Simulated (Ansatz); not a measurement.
Job for Ansatz (a program for electronic structure): R-wB97M-V/def2-TZVPPD on AlF2H4N (a complex), monomers drawn apart or pushed together. Files ending in .json are basis or fitting sets from the Basis Set Exchange.

Ansatz 0.2 input:
```yaml
crystal:
  periodic: [false, false, false]
  atoms:
    - {symbol: F, position_ang: [1.22790596, 0.74733588, 0.62885291]}
    - {symbol: Al, position_ang: [-0.27664925, 0.27816578, 1.18905317]}
    - {symbol: F, position_ang: [-0.70809469, -1.29944758, 0.83887727]}
    - {symbol: H, position_ang: [-1.41821794, 1.36067674, 1.21564083]}
    - {symbol: N, position_ang: [0.34662042, -0.02955473, 3.93520711]}
    - {symbol: H, position_ang: [0.70423791, 0.81395419, 4.37522361]}
    - {symbol: H, position_ang: [-0.42424065, -0.37967110, 4.49752759]}
    - {symbol: H, position_ang: [1.08694947, -0.72738899, 3.95555606]}
basis:
  gaussian:
    orbitals: def2-TZVPPD.json
hamiltonian:
  xc: {name: wB97M-V}
scf: {lower_state_search: off}
```

The log:

```
WARN ansatz: RAYON_NUM_THREADS=1 ignored (pool sized by the plan → 1); use --threads N
Functional definition: wB97M-V
these checks for a lower state are left out or cut short: stability, starts, cluster_reference, orbital_swaps, neighbouring_geometries, increment
integrals: 0.20 GiB planned
1110 factors; their error is unknown
integrals: 0.23 GiB planned
326 factors; integrals over basis functions are off by at most 2.4e-5 eV
mean field: 1.52 GiB planned
mean field evaluation 1: about -13584.8093 eV, gradient 6.4e1 eV
mean field evaluation 2: about -13583.7953 eV, gradient 7.4e1 eV
mean field evaluation 4: about -13591.4983 eV, gradient 2.4e0 eV
mean field evaluation 8: about -13591.5128 eV, gradient 4.9e-2 eV
mean field evaluation 16: about -13591.5300 eV, gradient 3.9e-5 eV
mean field -13591.53000528 eV, -499.4795150241 hartree, gradient 5.8e-6 eV, S^2 0.000000; 0 other end points of the search recorded, 0 dependent functions left out
reference -13591.53007818 eV, -499.4795177033 hartree; 21, 21 occupied and 212, 212 virtual orbitals, 1110 factors
Total energy: -13591.53007818 eV, -499.4795177033 hartree
Checks for a lower state left out: stability, starts, cluster_reference, orbital_swaps, neighbouring_geometries, increment
```

The calculation finished and met its thresholds.

Cost: very roughly 9 core-seconds.
